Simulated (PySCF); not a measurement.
C5H12GeO2.
Numbering: `[CH2:1]=[CH:2][CH2:3][O:4][Ge@@H:5]([CH3:6])[O:7][CH3:8]` (hydrogens: H9, H10 on C1; H11 on C2; H12, H13 on C3; H14 on Ge5; H15, H16, H17 on C6; H18, H19, H20 on C8)

Computed with PBE0-D3(BJ)/def2-SVP geometry optimisation, gas phase in PySCF 2.14.0.

Problem. What internal coordinates does the optimisation give?

Solution. 
```json
{"bond": "C1=C2", "length (Å)": "1.333"}
{"bond": "C2–C3", "length (Å)": "1.498"}
{"bond": "C3–O4", "length (Å)": "1.411"}
{"bond": "O4–Ge5", "length (Å)": "1.769"}
{"bond": "Ge5–C6", "length (Å)": "1.931"}
{"bond": "Ge5–O7", "length (Å)": "1.785"}
{"bond": "O7–C8", "length (Å)": "1.396"}
{"bond": "C1–H9", "length (Å)": "1.094"}
{"bond": "C1–H10", "length (Å)": "1.095"}
{"bond": "C2–H11", "length (Å)": "1.098"}
{"bond": "C3–H12", "length (Å)": "1.107"}
{"bond": "C3–H13", "length (Å)": "1.103"}
{"bond": "Ge5–H14", "length (Å)": "1.546"}
{"bond": "C6–H15, C6–H16, C6–H17", "length (Å)": "1.099"}
{"bond": "C8–H18, C8–H19, C8–H20", "length (Å)": "1.106"}
```

Bonds in one row agree within 0.01 Å and their mean is given. A selection of angles:
```json
{"angle": "C1–C2–C3", "degrees": "124.7"}
{"angle": "C2–C3–O4", "degrees": "114.0"}
{"angle": "C3–O4–Ge5", "degrees": "123.8"}
{"angle": "O4–Ge5–C6", "degrees": "105.5"}
{"angle": "O4–Ge5–O7", "degrees": "104.2"}
{"angle": "C6–Ge5–O7", "degrees": "112.2"}
{"angle": "Ge5–O7–C8", "degrees": "121.6"}
```

Torsions: C1–C2–C3–O4 -113° (anticlinal); C2–C3–O4–Ge5 -50° (synclinal); C3–O4–Ge5–C6 -156° (antiperiplanar); O4–Ge5–O7–C8 157° (antiperiplanar).

O7 (oxygen bonded to C and Ge) is bent (angle 121.6°). Ge5 (germanium bonded to C, 2 O and H) is distorted tetrahedral (angles from 104.2° to 115.2°). The 2 C–C bonds span 1.333 Å (C1=C2, drawn double) to 1.498 Å (C2–C3, drawn single), a spread of 0.165 Å. Of the pairs four or more bonds apart, H10···H13 is among the closest relative to their van der Waals radii: 2.43 Å, 101 % of the sum of Bondi's values. O4 (oxygen bonded to C and Ge) is bent (angle 123.8°).

Point group: C1 (no symmetry element, even within 0.4 Å). Stationary, but not proved a minimum. One conformer, not necessarily the lowest.
